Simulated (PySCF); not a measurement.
Correlation energy of Ar³⁺ (argon, charge +3)

[Ne] 3s2 3p3, high-spin 4S determinant. Calculation: PySCF 2.14, in jorge-DZP-DKH (7s4p1d, 24 functions); scalar relativity by spin-free X2C-1e. Frozen: [Ne]; 5 electrons correlated.

MP2 pair energies summed by pair of shells (mhartree):

```tsv
pair	energy	share (%)
3s-3p	-50.80	65.9
3p-3p	-18.80	24.4
3s-3s	-7.46	9.7
```

Total MP2 correlation energy: -77.06 mhartree.

Same-spin part -20.56 and opposite-spin part -56.50 mhartree; SCS-MP2 scales them by 1/3 and 6/5 to -74.65 mhartree.

```
  level  correlation energy (mhartree)
   CCSD                         -95.86
    (T)                          -0.80
CCSD(T)                         -96.66
```

Diagnostics: T1 = 0.0011, D1 = 0.0034, largest double amplitude 0.059.

Cost of the coupled-cluster step: 0.13 s of wall time on 1 thread of Neoverse-V1 (shared host), for 5 correlated electrons.

Iterations:

```
CC2 = 0
CCSD nocc = (np.int64(4), np.int64(1)), nmo = (19, 19)
frozen orbitals [[0, 1, 2, 3, 4], [0, 1, 2, 3, 4]]
max_cycle = 100
direct = 0
conv_tol = 1e-08
conv_tol_normt = 1e-06
diis_space = 8
diis_start_cycle = 0
Init t2, MP2 energy = -0.0770613641466097
Init E_corr(UCCSD) = -0.0770613641481117
cycle = 1  E_corr(UCCSD) = -0.0918538391341994  dE = -0.014792475  norm(t1,t2) = 0.0328334
cycle = 2  E_corr(UCCSD) = -0.0948615006570068  dE = -0.00300766152  norm(t1,t2) = 0.00856475
cycle = 3  E_corr(UCCSD) = -0.0958821890937861  dE = -0.00102068844  norm(t1,t2) = 0.00268856
cycle = 4  E_corr(UCCSD) = -0.0958646823516942  dE = 1.75067421e-05  norm(t1,t2) = 0.000209272
cycle = 5  E_corr(UCCSD) = -0.095865008317979  dE = -3.25966285e-07  norm(t1,t2) = 1.31269e-05
cycle = 6  E_corr(UCCSD) = -0.0958648162292735  dE = 1.92088705e-07  norm(t1,t2) = 2.36328e-06
cycle = 7  E_corr(UCCSD) = -0.0958649043259805  dE = -8.80967069e-08  norm(t1,t2) = 2.04152e-07
cycle = 8  E_corr(UCCSD) = -0.095864893792146  dE = 1.05338344e-08  norm(t1,t2) = 4.08792e-08
cycle = 9  E_corr(UCCSD) = -0.0958648911152529  dE = 2.67689312e-09  norm(t1,t2) = 1.7467e-08
UCCSD converged
E(UCCSD) = -525.7563786632429  E_corr = -0.09586489111525291
UCCSD(T) correction = -0.000800090787847731
```
